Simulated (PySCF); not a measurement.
C₂H₇Si, SMILES C[SiH]C, multiplicity 2.

Coordinates come from a PBE0-D3(BJ)/def2-SVP optimisation. The isomer is the one that the SMILES or the coordinates give; other isomers of the formula were not compared.

Computed with PBE/def2-TZVPD (PySCF).

The molecule is in vacuum.

Task: Estimate the frontier levels, dipole moment and polarisability. (Estimate from the structure and the level; the computed values follow.)

Result: 
| Item | Value |
|---|---|
| α spin, highest occupied and lowest empty level | -4.45 and -0.37 eV |
| β spin, highest occupied and lowest empty level | -7.51 and -2.68 eV |
| dipole moment | 0.94 D |
| quadrupole, principal values (traceless, Buckingham form, about the centre of nuclear charge) | -1.48, -0.27, 1.74 D·Å |
| mean static polarisability | 61.9 bohr³ (9.17 Å³) |
| polarisability, principal values | 55.1, 61.0, 69.7 bohr³ |
| ⟨S²⟩ | 0.752 (pure state 0.75) |
